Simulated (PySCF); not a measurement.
Species: C6H8ClF.
Numbering: `[CH3:1][C:2]1([C@@H:3]([Cl:4])[CH2:5][F:6])[CH:7]=[CH:8]1` (hydrogens: H9, H10, H11 on C1; H12 on C3; H13, H14 on C5; H15 on C7; H16 on C8)

The same species was optimised twice, with GFN2-xTB and with PBE0-D3(BJ)/def2-SVP (PySCF), and the same property calculations (PySCF, gas phase) were run on both structures.

| coordinate | GFN2-xTB | PBE0-D3(BJ)/def2-SVP | change |
| --- | --- | --- | --- |
| C3–Cl4 (Å) | 1.796 | 1.806 | +0.010 |
| C3–C5 (Å) | 1.525 | 1.517 | -0.008 |
| C7=C8 (Å) | 1.300 | 1.298 | -0.002 |
| C2–C8 (Å) | 1.503 | 1.502 | -0.001 |
| C2–C7 (Å) | 1.504 | 1.503 | -0.001 |
| C5–F6 (Å) | 1.372 | 1.372 | 0.000 |
| C1–C2 (Å) | 1.516 | 1.516 | 0.000 |
| C2–C3 (Å) | 1.517 | 1.517 | 0.000 |
| C1–C2–C8 (°) | 120.0 | 120.7 | +0.7 |
| C2–C3–Cl4 (°) | 110.4 | 111.2 | +0.8 |
| C3–C5–F6 (°) | 109.6 | 109.1 | -0.5 |
| C1–C2–C3 (°) | 115.4 | 114.9 | -0.5 |
| C1–C2–C7 (°) | 120.1 | 120.5 | +0.4 |
| C3–C2–C7 (°) | 117.4 | 117.0 | -0.4 |
| C2–C3–C5 (°) | 114.3 | 114.4 | +0.1 |
| C3–C2–C8 (°) | 117.7 | 117.8 | +0.1 |
| C1–C2–C3–Cl4 (°) | -66 | -68 | -2 |
| C2–C3–C5–F6 (°) | 61 | 55 | -6 |

Rotational constants: A = 1803, B = 1612, C = 1092 MHz (GFN2-xTB) against A = 1835, B = 1596, C = 1096 MHz (PBE0-D3(BJ)/def2-SVP). Point groups within 0.08 Å: C1 and C1.

On the GFN2-xTB structure: lowest singlet, TDDFT (eV) 5.90 [B3LYP/def2-SVPD]; lowest triplet, Tamm–Dancoff (eV) 4.15 [B3LYP/def2-SVPD]; isotropic polarisability (au) 82.7 [B3LYP/def2-SVPD]; HOMO (eV) -7.42 [B3LYP/def2-SVPD]; LUMO (eV) -0.76 [B3LYP/def2-SVPD]; dipole (D) 1.13 [B3LYP/def2-SVPD]; HOMO (eV) -7.60 [PBE0/pcSseg-1]; LUMO (eV) -0.36 [PBE0/pcSseg-1]; dipole (D) 1.10 [PBE0/pcSseg-1]; GIAO shielding of C1 (ppm) 166.5 [PBE0/pcSseg-1]; GIAO shielding of C2 (ppm) 161.9 [PBE0/pcSseg-1]; GIAO shielding of C3 (ppm) 111.0 [PBE0/pcSseg-1]; GIAO shielding of Cl4 (ppm) 850.8 [PBE0/pcSseg-1]; GIAO shielding of C5 (ppm) 100.9 [PBE0/pcSseg-1]; GIAO shielding of F6 (ppm) 410.0 [PBE0/pcSseg-1]; GIAO shielding of C7 (ppm) 54.6 [PBE0/pcSseg-1]; GIAO shielding of C8 (ppm) 54.6 [PBE0/pcSseg-1].

Task: What do these properties become on the PBE0-D3(BJ)/def2-SVP structure?

Result: 
```tsv
property	level	on GFN2-xTB	on PBE0-D3(BJ)/def2-SVP	change
lowest singlet, TDDFT (eV)	B3LYP/def2-SVPD	5.90	5.92	+0.02
lowest triplet, Tamm–Dancoff (eV)	B3LYP/def2-SVPD	4.15	4.18	+0.03
isotropic polarisability (au)	B3LYP/def2-SVPD	82.7	83.7	+1.0
HOMO (eV)	B3LYP/def2-SVPD	-7.42	-7.43	-0.01
LUMO (eV)	B3LYP/def2-SVPD	-0.76	-0.75	+0.01
dipole (D)	B3LYP/def2-SVPD	1.13	1.13	0.00
energy, GFN2-xTB geometry as zero (kcal/mol)	B3LYP/def2-SVPD	0.0	-0.9	-0.9
HOMO (eV)	PBE0/pcSseg-1	-7.60	-7.61	-0.01
LUMO (eV)	PBE0/pcSseg-1	-0.36	-0.34	+0.02
dipole (D)	PBE0/pcSseg-1	1.10	1.10	0.00
energy, GFN2-xTB geometry as zero (kcal/mol)	PBE0/pcSseg-1	0.0	-0.7	-0.7
GIAO shielding of C1 (ppm)	PBE0/pcSseg-1	166.5	164.8	-1.7
GIAO shielding of C2 (ppm)	PBE0/pcSseg-1	161.9	160.5	-1.4
GIAO shielding of C3 (ppm)	PBE0/pcSseg-1	111.0	108.9	-2.1
GIAO shielding of Cl4 (ppm)	PBE0/pcSseg-1	850.8	846.8	-4.0
GIAO shielding of C5 (ppm)	PBE0/pcSseg-1	100.9	100.7	-0.2
GIAO shielding of F6 (ppm)	PBE0/pcSseg-1	410.0	409.1	-0.9
GIAO shielding of C7 (ppm)	PBE0/pcSseg-1	54.6	53.2	-1.4
GIAO shielding of C8 (ppm)	PBE0/pcSseg-1	54.6	54.0	-0.6
```

The heavy atoms differ by 0.040 Å rms after alignment. Among bonds between heavy atoms C3–Cl4 changes most (+0.010 Å). Changes are differences of the printed values. Neither structure is proved a minimum here.

Shape of the structure used: `[CH3:1][C:2]1([C@@H:3]([Cl:4])[CH2:5][F:6])[CH:7]=[CH:8]1`: C1–C2–C3–Cl4 -68°, C2–C3–C5–F6 55°.
